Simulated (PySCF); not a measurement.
Several species in one continuum solvent.

Computed with PySCF at CAM-B3LYP/def2-SVPD, non-relativistic, each on one gas-phase PBE0-D3(BJ)/def2-SVP geometry that isn't relaxed in the solvent. The solvent is an IEF-PCM continuum (Bondi radii, 1.10 Å for H, scaled by 1.2). The model holds no explicit solvent molecules, cavitation or dispersion.

Problem. Order them by E(solvent) − E(gas) in chloroform (ε = 4.711), most negative first (kcal/mol).
A. 1-fluorobicyclo[2.2.1]heptane (`C1C[C@H]2CC[C@@]1(C2)F`)
B. `N#C[C@H]1[C@H]2C[C@@H]12`
C. `[CH2:1]=[CH:2][C@H:3]([F:4])/[CH:5]=[CH:6]/[CH2:7][CH3:8]` with C1–C2–C3–F4 4°, C2–C3–C5–C6 -115°, C5–C6–C7–C8 122°

Solution. B (-5.1), C (-2.8), A (-2.1).

```json
{"SMILES": "N#C[C@H]1[C@H]2C[C@@H]12", "charge": "0", "ΔE (kcal/mol)": "-5.1", "polarisation term (kcal/mol)": "-6.0", "HOMO shift (eV)": "+0.25", "dipole gas (D)": "4.84", "dipole solvent (D)": "5.87", "atoms": "11", "lowest singlet, gas (eV)": "7.35", "lowest singlet, solvent (eV)": "7.37"}
{"SMILES": "C=C[C@H](F)/C=C/CC", "charge": "0", "ΔE (kcal/mol)": "-2.8", "polarisation term (kcal/mol)": "-3.1", "HOMO shift (eV)": "+0.07", "dipole gas (D)": "2.23", "dipole solvent (D)": "2.75", "atoms": "19", "lowest singlet, gas (eV)": "6.76", "lowest singlet, solvent (eV)": "6.63"}
{"SMILES": "F[C@]12CC[C@H](CC1)C2", "charge": "0", "ΔE (kcal/mol)": "-2.1", "polarisation term (kcal/mol)": "-2.3", "HOMO shift (eV)": "+0.14", "dipole gas (D)": "2.10", "dipole solvent (D)": "2.52", "atoms": "19", "lowest singlet, gas (eV)": "8.16", "lowest singlet, solvent (eV)": "8.20"}
```

The polarisation term is half the interaction of the solute with the induced surface charges. Singlets are vertical TDDFT energies (frozen core, non-equilibrium response), the lowest in each medium.
